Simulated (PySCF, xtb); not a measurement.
C₂H₅ClOSi₂, SMILES O[SiH2]C#C[SiH2]Cl. Other conformers were not sampled.

Harmonic wavenumbers (cm⁻¹) from GFN2-xTB in xtb at its own minimum, in rising order: 14, 48, 103, 127, 225, 243, 284, 331, 428, 487, 499, 517, 566, 593, 693, 741, 760, 771, 794, 853, 904, 2228, 2248, 2255, 2280, 2328, 3676.

Question: What does PBE-D3(BJ)/def2-SVP in PySCF give at its own minimum? (An estimate is asked for; the answer gives what the named calculation found.)

Answer: 7, 55, 77, 168, 196, 250, 333, 387, 429, 543, 587, 614, 696, 712, 788, 810, 839, 885, 889, 911, 925, 2150, 2162, 2192, 2198, 2218, 3763. Paired by order, the mean absolute difference is 65 cm⁻¹ and the zero-point energies are 35.7 and 36.9 kcal/mol.
